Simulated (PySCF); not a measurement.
## Polarisability as a sum over states

Compound: C2H7BrGeSi2.
Structure used (PBE0-D3(BJ)/def2-SVP), in Å, numbered top down from 1:
```xyz
13
C2H7BrGeSi2 angstrom
C      2.0765    1.9276    0.0157
C      1.8712    0.7487   -0.2039
Ge     1.4321   -1.0734   -0.5330
Si    -0.8442   -1.3085    0.1586
Si    -1.9249    0.7706    0.1235
Br    -0.8594   -2.0220    2.2879
H      2.2696    2.9678    0.2101
H      1.5960   -1.3379   -2.0397
H      2.3792   -1.9758    0.2700
H     -1.5524   -2.3375   -0.6619
H     -1.2825    1.6510    1.1416
H     -3.3705    0.5858    0.4541
H     -1.8016    1.3859   -1.2336
```

Method: PySCF 2.14.0, density-fitted response routines, TDDFT CAM-B3LYP/def2-SVPD, vertical, gas phase, core orbitals frozen in the response. Relativistic effects, spin–orbit coupling among them, are left out although an element past zinc is present.

Excitation energies and transition dipoles (atomic units, axes of the coordinates) of those of the lowest 10 singlets that add 0.02 au or more to the mean polarisability:

```csv
state,ΔE (hartree),μx,μy,μz
S1,0.2002,0.142,-0.014,-0.077
S2,0.2193,-0.018,-0.219,0.173
S3,0.2235,0.126,0.243,-0.117
S4,0.2271,-0.291,-0.158,0.062
S5,0.2304,-0.001,-0.035,-0.096
S6,0.2386,-1.082,0.335,0.278
S7,0.2485,0.450,0.143,-0.035
S8,0.2530,-0.381,-0.396,0.289
S9,0.2577,-0.248,0.124,0.117
S10,0.2620,0.029,-0.295,0.005
```

**Question.** What does each state add to αxx, αyy and αzz, and how do the sums compare with the full static tensor?

**Answer.** Each state adds 2 μα² / ΔE.

| state | αxx (au) | αyy (au) | αzz (au) |
| --- | --- | --- | --- |
| S1 | 0.20 | 0.00 | 0.06 |
| S2 | 0.00 | 0.44 | 0.27 |
| S3 | 0.14 | 0.53 | 0.12 |
| S4 | 0.74 | 0.22 | 0.03 |
| S5 | 0.00 | 0.01 | 0.08 |
| S6 | 9.82 | 0.94 | 0.65 |
| S7 | 1.63 | 0.16 | 0.01 |
| S8 | 1.15 | 1.24 | 0.66 |
| S9 | 0.48 | 0.12 | 0.11 |
| S10 | 0.01 | 0.66 | 0.00 |
| all 10 states | 14.2 | 4.3 | 2.0 |
| full response | 135.1 | 142.7 | 121.9 |
| share (%) | 10 | 3 | 2 |

The rest comes from the higher roots of the same response equations.

**Question.** Give the full tensor and its principal values.

**Answer.** In au, rows and columns x, y, z:
```
x   135.1   1.2  -8.1
y     1.2 142.7  -7.2
z    -8.1  -7.2 121.9
```
Principal values 116.6, 136.7 and 146.3 au; mean 133.2 au (19.74 Å³).

**Question.** By how much does the contribution of these states grow at 632.8 nm?

**Answer.** With ω = 0.0720 hartree each state's term in the mean polarisability goes from f / ΔE² to f / (ΔE² − ω²), f = (2/3) ΔE |μ|²; the sum over all 10 states goes from 6.83 to 7.50 au, a rise of 0.68 au.

One conformer stands for the species.
